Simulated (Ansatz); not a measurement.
Correlation energies of `C[Si](F)(F)C=O` by basis set

Cartesian coordinates in Å:
```
C -0.686 -1.056 -0.714
Si 0.662 0.048 -0.146
F 1.844 -0.776 0.529
F 1.311 0.847 -1.359
C 0.072 1.343 1.134
O -1.084 1.363 1.482
H -1.113 -1.600 0.131
H -1.484 -0.473 -1.178
H -0.310 -1.778 -1.442
H 0.788 2.083 1.564
```

Total charge 0; spin multiplicity 1. The structure was optimised at the PBE0-D4/def2-TZVP level. It is one conformer, not always the lowest. Frozen core, restricted reference, Ansatz 0.2.0. CBS rows extrapolate triple and quadruple zeta; past MP2 they add the triple-zeta difference.

```json
{"basis": "def2-TZVPP", "HF (Eh)": "-641.04415", "MP2 corr.": "-1.16801"}
{"basis": "def2-QZVPP", "HF (Eh)": "-641.07018", "MP2 corr.": "-1.26628"}
```

Q: Estimate the CCSD correlation energy and the (T) correction in each basis where they were run (hartree).

A: 
```tsv
basis	CCSD corr.	(T)
def2-TZVPP	-1.19294	-0.04267
CBS(def2)	-1.36400	as TZ
```
